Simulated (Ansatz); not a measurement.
Consider the cleavage of the Si–Si bond: `N[SiH](F)[SiH2]F` + `N[SiH2]S` → `N[SiH2]S[SiH2]F` + `N[SiH2]F`.

Isolated molecules relaxed with PBE0-D4/def2-TZVP in Ansatz; ΔE leaves out vibrations. CCSD(T)/CBS adds triple-zeta CCSD(T) − MP2 to the extrapolated MP2 energy (def2 sets, frozen cores). DFT in def2-TZVPP. B3LYP here is the variant with VWN-RPA as its local correlation; programs differ in this. Each species was taken in one conformer, which may not be the lowest.

Task: Is it downhill or uphill in electronic energy at CCSD(T)/CBS, and by how much? (An estimate is asked.)

Result: The calculation gave: Downhill: ΔE = -23.4 kcal/mol.

Task: What do these levels give: B3LYP-D4, ωB97X-V, B3LYP, CCSD/def2-TZVPP, HF/def2-QZVPP, MP2/CBS(def2)? (Estimate.)

Result: The calculation gave: B3LYP-D4 -21.8, ωB97X-V -21.9, B3LYP -21.0, CCSD/def2-TZVPP -22.7, HF/def2-QZVPP -23.2, MP2/CBS(def2) -26.2 kcal/mol.

Largest T1 diagnostic among the species: 0.012.

The D4 term adds −0.8 kcal/mol with B3LYP and −0.4 kcal/mol with PBE0; it sums over pairs of atoms, weighted by their polarisabilities, and B3LYP, whose exchange is more repulsive, gets the larger term. From PBE to PBE0 (25 % exact exchange), in def2-TZVPP and without D4, ΔE moves by −1.2 kcal/mol.
